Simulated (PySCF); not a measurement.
Ranking problems on computed properties.

All species are isolated and taken at one optimised geometry (atoms past krypton carry core potentials, spin–orbit coupling is left out). Electronic properties by PySCF.

The conformers computed, where there is a choice (atom-mapped SMILES and torsion angles):
- `[F:1][C:2]([F:3])([Cl:4])[C:5]([F:6])([F:7])[Cl:8]`: F1–C2–C5–F6 179°
- `[CH3:1][CH:2]([CH3:3])[NH2:4]`: H–N4–C2–C1 178°, H–N4–C2–C1 61°
- `[CH3:1][C:2]([CH3:3])=[N:4][CH:5]1[CH2:6][CH2:7][CH2:8]1`: C2–N4–C5–C6 -89°
- `[NH2:1][c:2]1[n:3][cH:4][cH:5][s:6]1`: H–N1–C2–N3 155°, H–N1–C2–N3 15°

Question: Rank by lowest triplet excitation (Tamm–Dancoff), lowest first (TDA CAM-B3LYP/def2-SVPD at PBE0-D3(BJ)/def2-SVP geometries).
A. `FC(F)(Cl)C(F)(F)Cl` (1,2-dichloro-1,1,2,2-tetrafluoroethane)
B. `C[N]=[W]([Cl])([Cl])([Cl])[Cl]` (W(NMe)Cl4)
C. `CC(C)N` (2-propanamine)
D. `[O]=[Mn](=[O])(=[O])[Br]` (MnO3Br)

Answer: D (1.94 eV), B (2.59 eV), C (6.08 eV), A (6.96 eV).

Question: Rank by HOMO energy, highest first (CAM-B3LYP/def2-SVPD at PBE0-D3(BJ)/def2-SVP geometries).
A. `FC(F)(Cl)C(F)(F)Cl`
B. `CC(C)N`
C. `FC(C#CC#C)(F)F`
D. `C1(N=C(C)C)CCC1`

Answer: D (-8.21 eV), B (-8.37 eV), C (-9.62 eV), A (-11.30 eV).

Q: By how much do the two ends of that ranking differ?

A: By 3.09 eV, between `CC(C)=NC1CCC1` and `FC(F)(Cl)C(F)(F)Cl`.

Question: Rank by smallest rotational constant, highest first (PBE0-D3(BJ)/def2-SVP).
A. `[O]=[Mn](=[O])(=[O])[Br]`
B. `CC(C)N`
C. `CC(C)=NC1CCC1`
D. `Nc1nccs1`
E. `C#CC#CC(F)(F)F`

Answer: B (4.689 GHz), D (2.093 GHz), A (1.536 GHz), C (1.013 GHz), E (0.884 GHz).

Q: Give the two extremes of that set in cm⁻¹.

A: `C#CC#CC(F)(F)F`: 0.0295 cm⁻¹; `CC(C)N`: 0.1564 cm⁻¹.

Question: Rank by lowest singlet excitation, lowest first (TDDFT CAM-B3LYP/def2-SVPD at PBE0-D3(BJ)/def2-SVP geometries).
A. `CC(C)N`
B. `FC(F)(Cl)C(F)(F)Cl`
C. `C#CC#CC(F)(F)F`
D. `[O]=[Mn](=[O])(=[O])[Br]`
E. `CC(C)=NC1CCC1`
F. `C[N]=[W]([Cl])([Cl])([Cl])[Cl]`

Answer: D (2.34 eV), F (3.05 eV), C (4.61 eV), E (5.04 eV), A (6.39 eV), B (7.76 eV).

Question: Rank by HOMO–LUMO gap, highest first (CAM-B3LYP/def2-SVPD at PBE0-D3(BJ)/def2-SVP geometries).
A. `C[N]=[W]([Cl])([Cl])([Cl])[Cl]`
B. `[O]=[Mn](=[O])(=[O])[Br]`
C. `FC(F)(C#CC#C)F`
D. `CC(C)N`

Answer: D (9.73 eV), C (8.98 eV), A (6.32 eV), B (6.11 eV).

Q: Give the two extremes of that set in kcal/mol.

A: `[O]=[Mn](=[O])(=[O])[Br]`: 141 kcal/mol; `CC(C)N`: 224 kcal/mol.

Question: Rank by dipole moment, highest first (CAM-B3LYP/def2-SVPD at PBE0-D3(BJ)/def2-SVP geometries).
A. `[O]=[Mn](=[O])(=[O])[Br]`
B. `CC(C)N`
C. `FC(F)(Cl)C(F)(F)Cl`
D. `C#CC#CC(F)(F)F`

Answer: D (2.95 D), B (1.32 D), C (0.76 D), A (0.56 D).

Q: Give the two extremes of that set in atomic units.

A: `[O]=[Mn](=[O])(=[O])[Br]`: 0.22 au; `C#CC#CC(F)(F)F`: 1.16 au.
